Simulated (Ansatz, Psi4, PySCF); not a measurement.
F6Ti, charge -2, singlet, at a GFN2-xTB geometry (such geometries of metal compounds can be far from the true shape) (in this run its highest filled SCF level lies above zero, so its values depend strongly on the basis, on diffuse functions most of all). Base run: PySCF with R2SCAN/STO-3G.

Geometry (Å):
```xyz
7

Ti     0.0000     0.0000     0.0000
F      1.1035    -0.4576    -1.4192
F     -1.1035     0.4576     1.4192
F     -1.1799     0.8116    -1.1791
F     -0.9118    -1.6041    -0.1918
F      0.9118     1.6041     0.1918
F      1.1799    -0.8116     1.1791
```
Charge -2, spin multiplicity 1.
All else is at PySCF's defaults.

The same geometry, method and basis name were run in Ansatz (a program for electronic structure) and Psi4 and PySCF, at each program's defaults and at the settings that a row names. The base is PySCF at its defaults. Differences at the defaults can come from grids, fitting, cores and function types together. The rows with settings made alike still differ; the cause (another SCF solution, basis table, core potential or functional code) wasn't traced.

```tsv
code and settings	ΔE vs base (µEh)	basis functions	E (Eh)	SCF cycles
PySCF, defaults (exact integrals, its default grid, spherical functions)	0.0	48	-1431.04867	7
Psi4, defaults (density fitting with its default set, its default grid, spherical functions)	930	48	-1431.04774	6
Ansatz, defaults (factorised integrals, its default grid, spherical functions)	771	48	-1431.04790	-
PySCF, density fitting with def2-universal-jkfit	-3710	48	-1431.05238	7
PySCF, fine grid	879	48	-1431.04779	7
Psi4, exact integrals, spherical functions, fine grid	495	48	-1431.04818	8
Ansatz, high accuracy	775	48	-1431.04790	-
```
